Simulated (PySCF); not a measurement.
Problem. Write a Z-matrix for InChI=1S/C4H3ClN2O/c5-4-6-2-1-3-7(4)8/h1-3H as optimised with GFN2-xTB.

Solution. 
Z-matrix in Å and degrees, rows numbered from 1:
```
O 
N   1  1.2462
C   2  1.3547  1  122.09
C   3  1.3781  2  121.30  1   179.97
C   4  1.3861  3  117.99  2    -0.01
N   5  1.3270  4  120.74  3     0.05
C   6  1.2972  5  119.55  4    -0.01
Cl  7  1.7003  2  115.56  1     0.08
H   3  1.0799  2  115.02  1    -0.03
H   4  1.0775  3  120.06  2   179.98
H   5  1.0783  4  123.26  3  -179.96
```

N6 (ring nitrogen) is bent (angle 119.5°). The C–N distances run from 1.297 Å (N6–C7, aromatic) to 1.381 Å (N2–C7, aromatic), a spread of 0.084 Å. The 6-membered ring N2–C3–C4–C5–N6–C7 has internal angles of 116.0° to 124.5°; it is planar, 0.00 Å rms from its mean plane, widest ring torsion 0°. The 8 heavy atoms lie in one plane (0.001 Å rms).

The geometry is computed with GFN2-xTB (gas phase).

Point group: Cs (every atom within 0.08 Å of its image). No GFN2-xTB frequencies stand behind this structure, so it isn't proved a minimum.
